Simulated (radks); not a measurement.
Nb28+, 13 electrons, occupied as [Ne] 3s2 3p1. All-electron calculation, scalar-relativistic Kohn-Sham, r2SCAN, spin-polarised, spherical densities, finite nucleus; open shells are filled with parallel spins first (spin-orbit coupling, left out, can overturn this in heavy ions); meta-GGA in the generalised Kohn-Sham scheme; Fermi nuclear charge, rms radius 4.324 fm. Program: a radial shooting solver on a logarithmic mesh with Libxc functionals.

Unscreened Slater integrals over Kohn-Sham orbitals (cm^-1). They are taken over the spin-up orbitals. Empty in this configuration: 3d.

integral,value
"F0(3p,3p)",530860
"F2(3p,3p)",268070
"F0(3p,3s)",521790
"G1(3p,3s)",338700
"F0(3p,2p)",701950
"F2(3p,2p)",177200
"G0(3p,2p)",70638
"G2(3p,2p)",77558
"F0(3p,2s)",680980
"G1(3p,2s)",55937
"F0(3p,3d)",556640
"F2(3p,3d)",269050
"G1(3p,3d)",285000
"G3(3p,3d)",191890
"F0(3s,3s)",514510
"F0(3s,2p)",673660
"G1(3s,2p)",69123
"F0(3s,2s)",659160
"G0(3s,2s)",55103
"F0(3s,3d)",546540
"G2(3s,3d)",213410
"F0(2p,2p)",1478700
"F2(2p,2p)",703010
"F0(2p,2s)",1354700
"G1(2p,2s)",770290
"F0(2p,3d)",759720
"F2(2p,3d)",229280
"G1(2p,3d)",213290
"G3(2p,3d)",123010
"F0(2s,2s)",1276200
"F0(2s,3d)",749990
"G2(2s,3d)",199300
"F0(3d,3d)",600900
"F2(3d,3d)",311720
"F4(3d,3d)",201940

Derived for the open shells (J is the average intra-shell exchange parameter used in DFT+U). 3p: J = F2/5 = 53610 cm^-1.
